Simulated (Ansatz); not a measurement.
Cl₂Ge, charge +1, doublet, at a GFN2-xTB geometry (a state made from the parent by changing its charge; the spin is typed, not shown lowest); Ansatz (a first-principles code) with CAM-B3LYP/6-311G**.

Here is a job for Ansatz.
Ansatz 0.2 input:
```yaml
crystal:
  periodic: [false, false, false]
  atoms:
    - {symbol: Ge, position_ang: [-0.00024667, -0.00711576, 0.53700100]}
    - {symbol: Cl, position_ang: [1.14203502, 1.43906514, -0.48590803]}
    - {symbol: Cl, position_ang: [-1.14157070, -1.42567077, -0.52491738]}
basis:
  gaussian:
    orbitals: 6-311G__.json
hamiltonian:
  xc: cam_b3lyp
total_charge: 1
magnetization: {spin_polarized: true, initial_magnetization: 1}
accuracy: high
```
The basis file holds 6-311G** in the JSON format of the Basis Set Exchange.

What the program printed (banner, timings and long lists left out):

```
Functional definition: CAM-B3LYP
1500 factors; integrals over basis functions are off by at most 9.7e-9 eV
327 factors; integrals over basis functions are off by at most 1.9e-9 eV
mean field evaluation 1: about -81555.2025 eV, gradient 2.8e1 eV
mean field evaluation 2: about -81552.3655 eV, gradient 4.1e1 eV
mean field evaluation 4: about -81559.0989 eV, gradient 1.3e0 eV
mean field evaluation 8: about -81559.1355 eV, gradient 2.9e-2 eV
mean field evaluation 16: about -81559.1355 eV, gradient 1.8e-4 eV
mean field -81559.13554943 eV, -2997.2429486740 hartree, gradient 7.7e-8 eV, S^2 0.757898; 0 other end points of the search recorded, 0 dependent functions left out
reference -81559.13556498 eV, -2997.2429492455 hartree; 33, 32 occupied and 65, 66 virtual orbitals, 1500 factors
Total energy: -81559.13556498 eV, -2997.2429492455 hartree
```
